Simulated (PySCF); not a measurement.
Isomers of C4H9FO2Si2, mass 164.013 u with the commonest isotopes. Method used: PBE0/pcSseg-1 in PySCF (dipole) on a GFN2-xTB geometry, gas phase. One conformer each, none proved a minimum here; rigid rotors.

Problem. Order these by dipole moment, smallest first.
A. `[CH3:1][O:2][C@H:3]1[CH:4]=[C:5]([F:6])[SiH2:7][SiH2:8][O:9]1` with C1–O2–C3–C4 165°, O2–C3–C4–C5 57°, C4–C5–Si7–Si8 30°, C5–Si7–Si8–O9 -19°, Si7–Si8–O9–C3 -27°
B. `[O:1]=[C:2]([OH:3])[SiH2:4][CH2:5]/[C:6]([SiH3:7])=[CH:8]\[F:9]` with O1–C2–O3–H 0°, O1–C2–Si4–C5 22°, C2–Si4–C5–C6 -164°, Si4–C5–C6–Si7 100°
C. `[CH3:1][O:2][C@H:3]1[O:4][SiH2:5][C:6]([F:7])=[CH:8][SiH2:9]1` with C1–O2–C3–O4 69°, O2–C3–O4–Si5 55°, C3–O4–Si5–C6 45°, O4–Si5–C6–F7 170°, C6–C8–Si9–C3 -12°
D. `[F:1][Si@@H:2]1[O:3][SiH2:4][C@@H:5]([CH:6]2[CH2:7][CH2:8]2)[O:9]1` with Si4–C5–C6–C7 -89°, F1–Si2–O3–Si4 -118°, Si2–O3–Si4–C5 -4°, O3–Si4–C5–C6 -110°, C5–C6–C7–C8 -110°

Solution. B (1.10 D), C (2.02 D), A (2.47 D), D (3.00 D).

Problem. Order these by radius of gyration √(Σ m r²/M), largest first.
A. `[CH3:1][O:2][C@H:3]1[CH:4]=[C:5]([F:6])[SiH2:7][SiH2:8][O:9]1` with C1–O2–C3–C4 165°, O2–C3–C4–C5 57°, C4–C5–Si7–Si8 30°, C5–Si7–Si8–O9 -19°, Si7–Si8–O9–C3 -27°
B. `[F:1][Si@@H:2]1[O:3][SiH2:4][C@@H:5]([CH:6]2[CH2:7][CH2:8]2)[O:9]1` with Si4–C5–C6–C7 -89°, F1–Si2–O3–Si4 -118°, Si2–O3–Si4–C5 -4°, O3–Si4–C5–C6 -110°, C5–C6–C7–C8 -110°
C. `[CH2:1]=[CH:2][CH2:3][C@@H:4]1[O:5][Si@@H:6]([F:7])[O:8][SiH2:9]1` with C1–C2–C3–C4 -120°, C2–C3–C4–O5 -173°
D. `[CH3:1][O:2][C@H:3]1[O:4][SiH2:5][C:6]([F:7])=[CH:8][SiH2:9]1` with C1–O2–C3–O4 69°, O2–C3–O4–Si5 55°, C3–O4–Si5–C6 45°, O4–Si5–C6–F7 170°, C6–C8–Si9–C3 -12°
E. `[O:1]=[C:2]([OH:3])[SiH2:4][CH2:5]/[C:6]([SiH3:7])=[CH:8]\[F:9]` with O1–C2–O3–H 0°, O1–C2–Si4–C5 22°, C2–Si4–C5–C6 -164°, Si4–C5–C6–Si7 100°

Solution. E (2.649 Å), C (2.311 Å), B (2.240 Å), D (2.157 Å), A (2.080 Å).

Problem. Order these by rotational constant A, smallest first.
A. `[F:1][Si@@H:2]1[O:3][SiH2:4][C@@H:5]([CH:6]2[CH2:7][CH2:8]2)[O:9]1` with Si4–C5–C6–C7 -89°, F1–Si2–O3–Si4 -118°, Si2–O3–Si4–C5 -4°, O3–Si4–C5–C6 -110°, C5–C6–C7–C8 -110°
B. `[O:1]=[C:2]([OH:3])[SiH2:4][CH2:5]/[C:6]([SiH3:7])=[CH:8]\[F:9]` with O1–C2–O3–H 0°, O1–C2–Si4–C5 22°, C2–Si4–C5–C6 -164°, Si4–C5–C6–Si7 100°
C. `[CH3:1][O:2][C@H:3]1[CH:4]=[C:5]([F:6])[SiH2:7][SiH2:8][O:9]1` with C1–O2–C3–C4 165°, O2–C3–C4–C5 57°, C4–C5–Si7–Si8 30°, C5–Si7–Si8–O9 -19°, Si7–Si8–O9–C3 -27°
D. `[CH2:1]=[CH:2][CH2:3][C@@H:4]1[O:5][Si@@H:6]([F:7])[O:8][SiH2:9]1` with C1–C2–C3–C4 -120°, C2–C3–C4–O5 -173°
E. `[CH3:1][O:2][C@H:3]1[O:4][SiH2:5][C:6]([F:7])=[CH:8][SiH2:9]1` with C1–O2–C3–O4 69°, O2–C3–O4–Si5 55°, C3–O4–Si5–C6 45°, O4–Si5–C6–F7 170°, C6–C8–Si9–C3 -12°

Solution. C (1620 MHz), E (1675 MHz), B (1748 MHz), A (2333 MHz), D (2789 MHz).

```
                         SMILES  point group  Ia (u·Å²)  Ib (u·Å²)  Ic (u·Å²)      κ  μa (D)  μb (D)  μc (D)
   CO[C@H]1C=C(F)[SiH2][SiH2]O1           C1     311.91     496.09     610.84  -0.52    2.39    0.03    0.64
   CO[C@H]1O[SiH2]C(F)=C[SiH2]1           C1     301.78     529.68     694.81  -0.52    2.02    0.02    0.11
    O=C(O)[SiH2]C/C([SiH3])=C\F           C1     289.07     912.85    1099.74  -0.85    0.50    0.08    0.98
F[Si@@H]1O[SiH2][C@@H](C2CC2)O1           C1     216.61     639.81     789.26  -0.82    2.80    0.92    0.54
 C=CC[C@@H]1O[Si@@H](F)O[SiH2]1           C1     181.20     734.63     835.71  -0.92    2.87    0.19    0.25
```
